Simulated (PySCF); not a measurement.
**Electron affinity of Hf by level of theory**

Hf- [Xe] 4f14 5d3 6s2 (4F) → Hf [Xe] 4f14 5d2 6s2 (3F), as a difference of total energies. Computed with PySCF 2.14 in aug-cc-pVDZ-PP with ECP60MDF, with a scalar-relativistic core potential. Correlated levels: valence: 5s2 5p6 frozen. The calculations carry no spin-orbit coupling.

| method | electron affinity (eV) |
| --- | --- |
| UHF | -1.046 |
| MP2 (valence) | -0.791 |
| SCS-MP2 (valence) | -1.090 |
| CCSD (valence) | -0.430 |
| CCSD(T) (valence) | -0.315 |

The configuration of this anion was assumed by filling the next shell in order. It is not the known or likely ground configuration (Ca⁻, Sr⁻ and Ba⁻, for instance, bind a p electron), so these values are not the electron affinity of the element.

A negative affinity means that the anion lies above the atom at that level of theory.

The coupled-cluster amplitudes are large for Hf- (T1 above 0.03 or a double amplitude above 0.15), so a single reference is strained.
